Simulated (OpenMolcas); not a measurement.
# Lu: effect of the active space

- Program: OpenMolcas
- Method: CASSCF or its RAS form
- Basis: ANO-RCC-VTZP
- Scalar Hamiltonian: DKH2, point nucleus
- Spin-orbit coupling: RASSI with atomic mean-field integrals over the reference wave functions, term energies averaged over their components

A. 3 electrons in 6 orbitals (5d 6s); 2S+1 = 4 even, 20 roots (10 in the spin-orbit step); 2S+1 = 2 even, 29 roots; cost about 27 core-seconds
B. 3 electrons in 9 orbitals (RAS2 5d 6s; RAS3 6p, at most 2 electrons); 2S+1 = 2 even, 30 roots; 2S+1 = 4 even, 13 roots kept (CI in the orbitals of an earlier block); 2S+1 = 2 odd, 33 roots; 2S+1 = 4 odd, 15 roots kept (CI in the orbitals of an earlier block); cost about 90 core-seconds
C. 3 electrons in 11 orbitals (5d 6s 6d); 2S+1 = 2 even, 5 roots; 2S+1 = 4 even, 7 roots kept (CI in the orbitals of an earlier block); cost about 17 core-seconds

Energies in cm-1 above 5d 6s2 2D 3/2, the measured ground level; measured values from NIST Handbook of Basic Atomic Spectroscopic Data.

```tsv
Level	A	B	C	Measured
5d 6s2 2D 3/2	0.0	0.0	0.0	0.0
5d 6s2 2D 5/2	1899	1868	2208	1994
5d2 6s 4F 3/2	14848	20002	16314	18851
5d2 6s 4F 5/2	15493	20650	16936	19403
5d2 6s 4F 7/2	16401	21724	17809	20247
```

Deviations, from unrounded energies. A percentage is the sum of absolute deviations over the sum of measured energies, with the sign that they share, or ± where signs differ.

```tsv
Against measurement	Levels	A	B	C
mean absolute deviation (cm-1)	4	3000	1000	1900
fine structure of the ground term (%)	1	-4.8	-6.3	+10.7
other configurations (%)	3	-20.1	+6.6	-12.7
```

B lies closest to measurement on these levels and A furthest from it. The largest miss of B in the table is 5d2 6s 4F 7/2, by +1500 cm-1. The ranking rests on the paired levels alone, and a cruder setting can come out closer through cancelling errors.

Among A to C the level of the table that moves most is 5d2 6s 4F 7/2, by 5300 cm-1 (lowest in A, highest in B).

Without dynamic correlation excited terms often stand tens of per cent too high (terms of higher spin than the ground term too low), and those without a measured partner can miss by more than the paired ones. Some high roots are left out of the spin-orbit mixing, which shifts the levels that they would mix with (holds for A). A single d shell beside an s shell can misplace configurations of different d count against each other (holds for A; B). Terms from blocks run as CI alone lack orbitals of their own (holds for B; C). Active for correlation alone: 6d; no level in the range computed is led by a configuration that fills it, so any true level of that kind is missing (holds for C). Computed and measured levels are paired by configuration, term and J; levels that our copy of the source lacks, or whose pairing is in doubt (as where it misses far off the trend of its configuration), stay unpaired and out of the deviations. Levels of configurations outside the active space are missing. Levels that lie high or do not pair safely by name in every column are left out.
